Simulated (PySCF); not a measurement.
CH₆ClNSi, SMILES CN[SiH2]Cl.

Coordinates come from a B3LYP-D3(BJ)/def2-SVP optimisation. The values are those of a single conformer.

These are PySCF with TDDFT-PBE/def2-SVPD values and carry that method's errors.

Vertical excitations. The molecule is in vacuum.

Q: List the lowest excited states. (The exact figures need the calculation; the answer reports its results.)

A: 
```json
[
 {"state": "S1", "energy (eV)": "5.61", "λ (nm)": "221", "f": "0.006", "main pairs": "HOMO→LUMO 91 %"},
 {"state": "S2", "energy (eV)": "6.05", "λ (nm)": "205", "f": "0.069", "main pairs": "HOMO→LUMO+1 86 %"},
 {"state": "S3", "energy (eV)": "6.42", "λ (nm)": "193", "f": "0.011", "main pairs": "HOMO→LUMO+2 97 %"},
 {"state": "S4", "energy (eV)": "6.65", "λ (nm)": "186", "f": "0.035", "main pairs": "HOMO→LUMO+3 96 %"},
 {"state": "S5", "energy (eV)": "6.89", "λ (nm)": "180", "f": "0.002", "main pairs": "HOMO−1→LUMO 99 %"},
 {"state": "S6", "energy (eV)": "6.90", "λ (nm)": "180", "f": "0.010", "main pairs": "HOMO→LUMO+4 98 %"},
 {"state": "S7", "energy (eV)": "6.98", "λ (nm)": "178", "f": "0.003", "main pairs": "HOMO→LUMO+5 98 %"},
 {"state": "S8", "energy (eV)": "7.19", "λ (nm)": "172", "f": "0.024", "main pairs": "HOMO−1→LUMO+1 99 %"},
 {"state": "S9", "energy (eV)": "7.29", "λ (nm)": "170", "f": "0.025", "main pairs": "HOMO−2→LUMO 97 %"},
 {"state": "S10", "energy (eV)": "7.49", "λ (nm)": "166", "f": "0.015", "main pairs": "HOMO→LUMO+6 80 %, HOMO−2→LUMO+1 19 %"},
 {"state": "T1", "energy (eV)": "5.36", "λ (nm)": "231", "f": "0", "main pairs": "HOMO→LUMO 91 %"},
 {"state": "T2", "energy (eV)": "5.53", "λ (nm)": "224", "f": "0", "main pairs": "HOMO→LUMO+1 91 %"},
 {"state": "T3", "energy (eV)": "6.19", "λ (nm)": "200", "f": "0", "main pairs": "HOMO→LUMO+2 99 %"},
 {"state": "T4", "energy (eV)": "6.48", "λ (nm)": "191", "f": "0", "main pairs": "HOMO→LUMO+3 99 %"}
]
```
Triplets are in the Tamm–Dancoff approximation, which puts them higher than full response would, so one can lie above its singlet here.
